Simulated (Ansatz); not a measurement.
System: diindium oxide, In2O, net charge 0, singlet state. SMILES: [In][O][In]
Geometry from a B3LYP-D3(BJ)/def2-TZVP (Ansatz, a program for electronic structure) optimisation:
```xyz
3

In     0.0000     0.0000    -2.0164
O      0.0000     0.0000     0.0000
In     0.0000     0.0000     2.0164
```
Charge 0, spin multiplicity 1.

Computed values are from Ansatz. Valence correlation only, unless marked. UHF or UKS for open shells. Spin-orbit coupling is left out. The frozen core is the preceding noble-gas configuration, with the filled d and f shells of earlier blocks. Past Kr the def2 sets carry scalar-relativistic core potentials. CBS marks a two-point X^-3 extrapolation of the correlation energy; Hartree-Fock from the larger set. The bracket is a focal-point correction in the basis named.

```json
{
  "atomisation energy De": "186.9 kcal/mol at CCSD(T)/CBS(def2-TZVPPD,def2-QZVPPD)",
  "vertical ionisation energy (to the doublet)": "7.74 eV at RI-MP2/CBS(def2-TZVPPD,def2-QZVPPD)+[CCSD(T)-MP2]/def2-TZVPPD",
  "total_energy": "-453.8118 Eh at CCSD(T)/CBS(def2-TZVPPD,def2-QZVPPD)",
  "dipole_moment": "0.00 D at CCSD(T)/def2-SVPD",
  "T1 diagnostic": "0.023 at CCSD/def2-QZVPPD"
}
```
